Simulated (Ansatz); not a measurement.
Relaxation of AlB₂H₈NSi (13 atoms, charge 0, multiplicity 1), to a largest force component of 0.015 eV/Å in at most 40 steps.

The calculation used Ansatz, RHF/6-31G.

```xyz
13
Properties=species:S:1:pos:R:3
B -1.145 -2.012 -1.034
B 0.357 -1.397 -0.995
Si 1.023 -0.601 0.620
Al -0.157 1.304 1.190
N -0.375 2.734 -0.062
H -1.612 -2.432 -2.041
H -1.859 -1.887 -0.088
H 1.087 -1.453 -1.958
H 0.996 -1.568 1.769
H 2.454 -0.193 0.442
H -0.997 1.364 2.620
H 0.244 2.506 -0.846
H 0.005 3.601 0.398
```

**Question.** Where does it end, and by what steps?

**Answer.** It converged. Limits of this set-up: no polarisation functions. After 39 steps the energy has fallen by 2.013 eV; H6 moved furthest, 1.39 Å.

```csv
step,energy less start (eV),largest force component (eV/Å),accepted
0,0.0000,2.833,yes
2,-1.0980,3.405,yes
4,-1.4871,0.661,yes
6,-1.7211,0.684,yes
8,-1.9357,0.271,yes
10,-1.9829,0.470,yes
12,-2.0015,0.247,yes
14,-2.0079,0.196,yes
16,-2.0110,0.045,yes
18,-2.0114,0.016,yes
20,-2.0117,0.032,yes
22,-2.0119,0.046,yes
24,-2.0120,0.038,yes
26,-2.0124,0.036,yes
28,-2.0125,0.034,yes
30,-2.0127,0.027,yes
32,-2.0124,0.093,no
34,-2.0129,0.067,yes
36,-2.0132,0.036,yes
38,-2.0133,0.019,yes
39,-2.0133,0.015,yes
```

```xyz
13
Properties=species:S:1:pos:R:3
B -1.122 -2.306 -1.248
B 0.144 -1.244 -1.112
Si 0.942 -0.715 0.697
Al 0.121 1.533 1.385
N -0.058 2.812 0.145
H -0.934 -3.471 -1.413
H -2.259 -1.955 -1.157
H 0.621 -0.711 -2.067
H 0.621 -1.703 1.780
H 2.440 -0.659 0.598
H -0.272 1.934 2.884
H 0.155 2.715 -0.824
H -0.380 3.735 0.348
```

Time of the run: 2.8 min on 1 thread of Intel(R) Xeon(R) Platinum 8259CL CPU @ 2.50GHz (Skylake/Cascade Lake) (shared host), peak memory 0.17 GiB.
